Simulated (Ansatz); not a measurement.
Species: ScCl (charge 0, singlet). SMILES: [Cl][Sc]
Structure (B3LYP-D3(BJ)/def2-TZVP (Ansatz, a quantum-chemistry and plane-wave program) minimum search):
```xyz
2

Sc     0.0000     0.0000    -0.9985
Cl     0.0000     0.0000     1.2334
```

### Question
Give the harmonic wavenumbers at B3LYP-D3(BJ)/def2-TZVP (Ansatz, finite differences of forces, unscaled).

### Answer
443 cm⁻¹. Zero-point energy 0.6 kcal/mol.

### Question
From these and the geometry, give the ideal-gas thermochemistry at 298.15 K and 1 atm (rigid rotor, harmonic oscillator).

### Answer
Point group C∞v, rotational symmetry number 1. Rotational constants 5.119, 5.119 GHz. S(trans) 39.07, S(rot) 16.10, S(vib) 0.82, S(elec, spin only) 0.00, S 56.0 cal/(mol K). H(298) - H(0) 2.24 kcal/mol; G - E(el) -13.8 kcal/mol.
